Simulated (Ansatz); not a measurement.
Diatomic NiB, multiplicity 4 (an upper state: multiplicity 2 came lower at PBE0/def2-TZVPP). No spin–orbit coupling. Ni is treated without relativity.

The constants come from a fifth-degree fit in 1/R (seven points, main isotopes). Runs in def2 and cc sets follow the lowest solution found near the PBE0 minimum.

The values were computed with Ansatz (Gaussian orbitals). Values without a source in brackets are computed.

```json
[
 {"level": "PBE/def2-TZVPP", "r_e (Å)": "1.829", "ω_e (cm⁻¹)": "629", "B_e (cm⁻¹)": "0.545", "ω_e x_e (cm⁻¹)": "4.7", "dipole (D)": "2.17"},
 {"level": "PBE0/def2-TZVPP", "r_e (Å)": "1.854", "ω_e (cm⁻¹)": "583", "B_e (cm⁻¹)": "0.530", "ω_e x_e (cm⁻¹)": "4.7", "dipole (D)": "2.57"},
 {"level": "wB97X-V/def2-TZVPP", "r_e (Å)": "1.870", "ω_e (cm⁻¹)": "566", "B_e (cm⁻¹)": "0.521", "ω_e x_e (cm⁻¹)": "4.4", "dipole (D)": "3.08"}
]
```

Ansatz is a first-principles code.
